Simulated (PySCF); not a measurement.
vinylidene fluoride (C2H2F2), SMILES C(F)(=C)F.

Geometry optimised at PBE0-D3(BJ)/def2-SVP.

Level of theory: PBE0-D3(BJ)/def2-SVP in PySCF.

No scaling factor is applied to the harmonic values.

Computed vibrational spectrum:
```
mode  ν (cm⁻¹)  IR (km/mol)  Raman (Å⁴/amu)  depolarisation  moving atoms (share of kinetic energy)
----  --------  -----------  --------------  --------------  --------------------------------------
1          441          0.9             1.5            0.75                  F 40 %, H 37 %, C 23 %
2          567          5.0             1.6            0.74                          F 77 %, C 21 %
3          652          0.5             7.1            0.75                  C 79 %, F 11 %, H 10 %
4          722          0.0             3.5            0.75                                  H 96 %
5          820         83.8             3.7            0.75                          H 70 %, C 30 %
6          955          9.5             2.0            0.75                  H 56 %, C 26 %, F 18 %
7          974         74.6            11.6            0.18                  F 59 %, C 30 %, H 11 %
8         1383          2.3             7.7            0.73                          H 84 %, C 13 %
9         1389        254.3             0.0               –                          C 74 %, F 21 %
10        1824        320.8            16.8            0.10                                  C 92 %
11        3223          9.9            82.2            0.14                                  H 94 %
12        3341          2.4            42.6            0.75                          H 89 %, C 11 %
```
